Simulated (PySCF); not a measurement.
# Ga(OH)₂ → GaH₂ + O₂

Level: PBE0 in the def2-TZVP basis family, all electrons, no relativity, computed in PySCF with density fitting; open shells unrestricted.

| species | state and structure | E (Eh) | ZPE (kJ/mol) | H(298 K) − H(0) (kJ/mol) | S° (J/(mol K)) |
| --- | --- | --- | --- | --- | --- |
| Ga(OH)₂ | doublet, C2v, Ga–O 1.797 Å (×2), O–H 0.960 Å (×2); Ga–O–H 113.7° (×2), O–Ga–O 113.5° | -2076.18521 | 68.9 | 14.7 | 291.3 |
| GaH₂ | doublet, C2v, Ga–H 1.593 Å (×2); H–Ga–H 120.5° | -1925.73003 | 26.4 | 10.2 | 224.9 |
| O₂ | triplet, D∞h, O–O 1.193 Å | -150.23561 | 10.3 | 8.7 | 204.9 |

Problem. What is the electronic reaction energy?

Solution. At PBE0/def2-TZVP, ΔE = 576.5 kJ/mol from the differences of the total energies times 2625.5, uphill. 

Problem. Add zero-point, thermal and entropy terms for 298.15 K and 1 bar.

Solution. ΔZPE = -32.2 and Δ[H(298) − H(0)] = 4.2 kJ/mol give ΔH° = 548.5 kJ/mol. ΔS° = 138.5 J/(mol K), so ΔG° = 548.5 − 298.15 × (0.1385) = 507 kJ/mol.

Each species is the lowest minimum found with this bonding; other isomers or fragments can lie lower.
